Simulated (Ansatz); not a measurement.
CH3BBr2, SMILES CB(Br)Br.

Geometry: B3LYP-D3(BJ)/def2-SVP.

Two levels are set side by side: PBE/def2-SVPD (Ansatz, a program for electronic structure) and PBE0/def2-SVPD (Ansatz). Energy differences of separate SCF runs at the same geometry; the states with an electron removed or added have multiplicity 2 and 2. Differences are taken from unrounded values.

```
quantity                            PBE0
---------------------------------  -----
vertical ionisation energy (eV)    10.39
vertical singlet–triplet gap (eV)   4.94
```

What does PBE give, and how far is it from PBE0? (An estimate is asked for; the answer gives what the named calculation found.)


| quantity | PBE | PBE minus PBE0 |
|---|---|---|
| vertical ionisation energy (eV) | 10.02 | -0.37 |
| vertical singlet–triplet gap (eV) | 4.65 | -0.29 |
